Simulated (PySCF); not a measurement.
C₂H₉BeNSi.

```xyz
14

Be    -0.2368     0.1352     0.1747
N      0.8515    -0.4759    -0.6683
C      2.2575    -0.1475    -0.5220
C      0.6035    -1.4545    -1.7109
H      2.8625    -1.0401    -0.2663
H      2.6791     0.2756    -1.4555
H      2.4095     0.5961     0.2773
H      0.9457    -1.0940    -2.7014
H      1.1306    -2.4087    -1.5112
H     -0.4720    -1.6810    -1.7939
Si    -1.7944     1.0043     1.4013
H     -2.8541     0.0092     1.7700
H     -2.5040     2.1485     0.7428
H     -1.2547     1.5358     2.6962
```
Charge 0, spin multiplicity 1.

The structure is a stationary point at B3LYP-D3(BJ)/def2-SVP. Other conformers were not sampled.

Method: PBE0/pcSseg-1 (PySCF). Non-relativistic, no solvent.

Computed absolute GIAO shielding of each atom: isotropic value and principal components (ppm):
```
atom  σ(iso)    σ11    σ22    σ33   span
----  ------  -----  -----  -----  -----
Be1     88.6   60.5   62.8  142.6   82.1
N2     179.9   61.7  222.3  255.7  194.0
C3     145.5  119.6  137.5  179.5   59.8
C4     145.5  119.6  137.5  179.5   59.8
H5      28.9   24.6   26.7   35.3   10.7
H6      28.9   24.6   26.7   35.3   10.7
H7      28.1   23.9   27.1   33.5    9.5
H8      28.9   24.6   26.7   35.3   10.7
H9      28.9   24.6   26.7   35.3   10.7
H10     28.1   24.0   27.0   33.4    9.5
Si11   497.5  484.6  499.8  508.1   23.4
H12     28.4   25.5   26.0   33.6    8.1
H13     28.4   25.4   26.0   33.8    8.3
H14     28.4   25.6   26.0   33.6    8.0
```
